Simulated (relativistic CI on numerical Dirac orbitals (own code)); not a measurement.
Forbidden lines of Nd XIX

Method of calculation: Dirac-Coulomb-Breit CI, orbitals from a KLI potential per configuration, model QED (radiative potential, 1s self-energy scaled to tabulated hydrogen-like ionisation energies), unscaled Slater integrals (own radial code, finite nucleus).

Configuration list (outside the closed core [Ar] 3d10): 4s2 4p6 4d6, 4s2 4p5 4d7, 4s2 4p6 4d5 4f, 4s 4p6 4d7, 4s2 4p5 4d6 4f, 4s2 4p6 4d5 5s, 4s2 4p6 4d5 5p, 4s 4p6 4d6 4f, 4s2 4p6 4d4 4f 5s, 4s2 4p6 4d5 5d, 4s2 4p6 4d4 5s 5p, 4s2 4p5 4d6 5s, 4s2 4p6 4d5 5f, 4s2 4p6 4d5 6s, 4s 4p6 4d6 5s, 4s2 4p6 4d5 7s, 4p6 4d7 5p, 4p6 4d8, 4p5 4d9, 4p5 4d8 4f, 4s2 4p6 4d4 5s2, 4s2 4p6 4d3 4f 5s2, 4s2 4p5 4d4 4f 5s2, 4s2 4p6 4d3 5s2 5p. Double excitations out of closed p, d and f shells are left out; levels of such configurations are missing from the list, as are those of other unlisted configurations, and high levels can miss mixing partners. These lack a partner that the ground configuration has and come out too high: 4s2 4p5 4d6 5s.

```csv
λ vac (Å),Lower,Upper,Type,A (s⁻¹),E lower (cm⁻¹),E upper (cm⁻¹)
801.65,4s2 4p6 4d6 5D_2 [2],4s2 4p6 4d6 3P_1 [26],M1,5.22e+02,17357.4,142100.7
973.19,4s2 4p6 4d6 5D_3 [3],4s2 4p6 4d6 1D_2 [25],M1,3.83e+02,23798.4,126553.0
1004.1,4s2 4p6 4d6 5D_4 [1],4s2 4p6 4d6 3D_3 [18],M1,4.12e+02,0.0,99590.3
1090.9,4s2 4p6 4d6 5D_4 [1],4s2 4p6 4d6 3G_4 [15],M1,2.83e+02,0.0,91668.6
1189.7,4s2 4p6 4d6 5D_4 [1],4s2 4p6 4d6 3H_4 [12],M1,2.88e+02,0.0,84052.5
1299.0,4s2 4p6 4d6 5D_2 [9],4s2 4p6 4d6 3P_1 [26],M1,3.17e+03,65118.2,142100.7
1299.3,4s2 4p6 4d6 5D_2 [2],4s2 4p6 4d6 3D_2 [17],M1,4.10e+02,17357.4,94319.6
1319.4,4s2 4p6 4d6 5D_3 [3],4s2 4p6 4d6 3D_3 [18],M1,7.07e+02,23798.4,99590.3
1441.4,4s2 4p6 4d6 3H_5 [8],4s2 4p6 4d6 1G_4 [24],M1,7.50e+02,55063.5,124439.6
1452.9,4s2 4p6 4d6 5D_4 [1],4s2 4p6 4d6 3F_3 [10],M1,4.65e+02,0.0,68828.8
1459.2,4s2 4p6 4d6 3H_4 [6],4s2 4p6 4d6 1F_3 [22],M1,3.53e+02,43585.9,112114.7
1733.5,4s2 4p6 4d6 5D_1 [4],4s2 4p6 4d6 1S_0 [14],M1,3.02e+03,33489.9,91175.0
1798.2,4s2 4p6 4d6 3F_3 [10],4s2 4p6 4d6 1G_4 [24],M1,3.00e+02,68828.8,124439.6
1809.9,4s2 4p6 4d6 3F_2 [11],4s2 4p6 4d6 1D_2 [25],M1,8.47e+02,71300.6,126553.0
1853.8,4s2 4p6 4d6 5D_2 [2],4s2 4p6 4d6 3F_2 [11],M1,2.84e+02,17357.4,71300.6
2092.8,4s2 4p6 4d6 3H_6 [7],4s2 4p6 4d6 1I_6 [19],M1,5.56e+02,54370.9,102154.6
2093.8,4s2 4p6 4d6 5D_2 [2],4s2 4p6 4d6 5D_2 [9],M1,3.08e+02,17357.4,65118.2
2105.2,4s2 4p6 4d6 5D_3 [3],4s2 4p6 4d6 3F_2 [11],M1,1.05e+03,23798.4,71300.6
2123.5,4s2 4p6 4d6 3H_5 [8],4s2 4p6 4d6 1I_6 [19],M1,2.42e+02,55063.5,102154.6
2220.7,4s2 4p6 4d6 5D_3 [3],4s2 4p6 4d6 3F_3 [10],M1,2.60e+02,23798.4,68828.8
2294.3,4s2 4p6 4d6 5D_4 [1],4s2 4p6 4d6 3H_4 [6],M1,8.45e+02,0.0,43585.9
2420.2,4s2 4p6 4d6 5D_3 [3],4s2 4p6 4d6 5D_2 [9],M1,1.15e+03,23798.4,65118.2
2471.2,4s2 4p6 4d6 3H_4 [6],4s2 4p6 4d6 3H_4 [12],M1,1.13e+03,43585.9,84052.5
2600.2,4s2 4p6 4d6 3H_6 [7],4s2 4p6 4d6 3G_5 [16],M1,5.93e+02,54370.9,92829.4
2647.9,4s2 4p6 4d6 3H_5 [8],4s2 4p6 4d6 3G_5 [16],M1,3.02e+02,55063.5,92829.4
2731.9,4s2 4p6 4d6 3H_5 [8],4s2 4p6 4d6 3G_4 [15],M1,4.03e+02,55063.5,91668.6
2859.5,4s2 4p6 4d6 3F_3 [10],4s2 4p6 4d6 3G_3 [20],M1,4.45e+02,68828.8,103800.2
2900.9,4s2 4p6 4d6 5D_2 [9],4s2 4p6 4d6 3D_3 [18],M1,4.03e+02,65118.2,99590.3
3161.7,4s2 4p6 4d6 5D_1 [4],4s2 4p6 4d6 5D_2 [9],M1,3.82e+02,33489.9,65118.2
4202.0,4s2 4p6 4d6 5D_4 [1],4s2 4p6 4d6 5D_3 [3],M1,4.00e+02,0.0,23798.4
```

Terms are leading LS components. Brackets give the number of a level in order of energy, since labels repeat. The list gives strong lines, with weight on those to low levels, among the lowest 400 of 9009 levels, so that lines to higher ones, which can be the strongest, are missing. Levels whose partners in the same complex of configurations lie outside the list can be far off, and so can their lines. Rates are taken at the computed energies, electric ones in the length gauge.

At this charge energies of transitions that change n are usually good to better than 1 %, and those within a shell (Δn = 0) to a few per cent. Terms inside the open d or f shell come out 10 to 20 % too wide with unscaled integrals.

LS names give the leading component of a level, which can be under half, so a name can repeat, a term be missing and a line seem to break the LS rules.
